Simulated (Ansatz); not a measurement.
Ideal-gas functions of GeH3Se (`[GeH2][SeH]`) radical at 500 K and 1 bar, from an Ansatz frequency run at PBE0-D4/def2-TZVP.

Molar mass 154.59 g/mol, point group C1 (symmetry number 1), electronic degeneracy 2, moments of inertia 6.505, 217.457, 221.59 u Å². Harmonic wavenumbers (cm⁻¹, unscaled): 224, 292, 490, 585, 705, 822, 2056, 2109, 2446.

Use S(trans) = R[1.5 ln M + 2.5 ln T − 1.1517]; rotational temperatures θ = 24.2544 K / I; S(rot) = R[ln(√π/σ · √(T³/θAθBθC)) + 1.5]; for each mode x = 1.438777 ν̃/T, S = R[x/(eˣ − 1) − ln(1 − e⁻ˣ)] and H = RT x/(eˣ − 1); 1 cm⁻¹ = 0.0119627 kJ/mol; R = 8.31446 J/(mol·K).

Task: By hand: the entropy, in J/(mol·K).

Result: Translation 182.5. Rotation: θ = 3.7286, 0.1115, 0.1095 K, giving 107.6. Vibration, mode by mode: 12.11, 10.00, 6.11, 4.90, 3.73, 2.86, 0.16, 0.14, 0.06, in all 40.1. Electronic 5.8. Sum 336.0 J/(mol·K).

Task: By hand: H − E and G − E in kJ/mol, counted from the electronic energy.

Result: Zero-point energy ½ × 9729 × 0.0119627 = 58.2; thermal vibration 11.5; translation, rotation and pV give 4 RT = 16.6. H − E = 86.3 kJ/mol, and G − E = 86.3 − 500 × 336.0/1000 = -81.7 kJ/mol.

Vibration gives 12 % of the entropy. The sum counts one conformer and one mirror image; others add a mixing term.
